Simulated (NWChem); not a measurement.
System: C$_{2}$H$_{7}$AlS; SMILES [CH3][Al]([CH3])[SH]

```xyz
11

Al     0.0074     0.3987     0.0297
C     -1.6869     1.3618    -0.0967
H     -2.5609     0.6923    -0.1008
H     -1.7266     1.9709    -1.0161
H     -1.8056     2.0632     0.7469
C      1.7541     1.2794     0.0613
H      1.8975     1.8870    -0.8489
H      2.6036     0.5829     0.1344
H      1.8200     1.9773     0.9138
S     -0.1306    -1.7944     0.1393
H      1.2025    -2.0030     0.2098
```
Atoms are numbered in this order, from 1.

Level: PBE0/def2-SVP (NWChem), optimised geometry, unscaled harmonic frequencies. 

```tsv
frequency (cm⁻¹)	IR intensity (km/mol)
16	0.0
47	0.0
149	5.6
161	5.0
178	8.4
289	18.9
436	13.8
580	6.7
586	0.5
609	29.8
635	13.3
675	70.7
739	93.5
748	169.5
1212	42.7
1212	16.0
1416	0.0
1417	1.1
1422	1.8
1428	6.7
2718	0.6
3043	2.5
3045	2.0
3134	1.4
3136	5.7
3159	4.9
3160	3.0
```

```json
{
  "zero_point_energy": "50.5 kcal/mol",
  "thermal correction to the enthalpy at 298.15 K (with zero-point energy)": "56.2 kcal/mol",
  "heat capacity Cv": "25.9 cal/(mol K)",
  "entropy at 298.15 K and 1 atm (symmetry number 1)": "90.9 cal/(mol K)",
  "dipole_moment": "1.76 D"
}
```

Rigid rotor and harmonic oscillator; modes under 100 cm⁻¹ make the entropy uncertain.
